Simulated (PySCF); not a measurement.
Structure elucidation problem

Molecular formula: C₉H₇OP. Simulated spectra:

1H NMR (400 MHz, computed): δ 8.39 (m, 1H), 7.93 (m, 1H), 7.77 (m, 1H), 7.57 (m, 1H), 7.30 (m, 1H), 6.53 (m, 1H), 5.64 (m, 1H).

13C{1H} NMR (computed): δ 206.3 (C), 164.6 (C), 147.5 (C), 137.8 (CH), 135.1 (CH), 132.4 (CH), 127.7 (CH), 121.2 (CH2), 118.6 (CH).

Isolated molecule, non-relativistic, single conformer. Structure optimised with GFN2-xTB; PBE0/pcSseg-1 with gauge-including orbitals; PySCF.

δ = σ(ref) − σ, references computed at the same level: 1H and 13C vs TMS.

Deduce the structure.

Results:


- 9 carbon signals for 9 carbons: no two carbons are equivalent.
- Carbon types of the structure: 3 × C, 5 × CH, 1 × CH2, which accounts for all hydrogens.
- δC 206.3: substituted aromatic carbon next to the ring oxygen.
- δC 164.6, 147.5: ring-fusion aromatic carbon.
- δC 137.8: alkene CH; the olefinic region.
- δC 135.1, 132.4, 127.7, 118.6: aromatic CH.
- δC 121.2: terminal =CH2 carbon; an sp2 carbon of a C=C bond.
- δH 7.30: hydrogen on an alkene CH; a vinylic proton, deshielded by the sp2 carbon and the C=C anisotropy.
- δH 6.53, 5.64: hydrogen on a terminal =CH2 carbon; a vinylic proton, deshielded by the sp2 carbon and the C=C anisotropy.

Structure: `C=Cc1oc2ccccc2p1`.

The shifts were computed for this structure.

Splittings by 31P in the carbon and heteronuclear signals aren't shown, as no couplings were computed. Shifts are as computed. Against solution values, carbons near 30 ppm lie about +3 ppm off and those near 130 ppm about +5 ppm. Of 1211 compounds with measured shifts, 218 miss one by over three times the rms of a fit or turn the order of signals round; such compounds aren't used in these exercises. No couplings were computed; multiplicities are counted from neighbouring protons, with m where these are inequivalent, close in shift, in a saturated or five-membered ring or joined by F or P, and br s for small geminal =CH2 splittings.
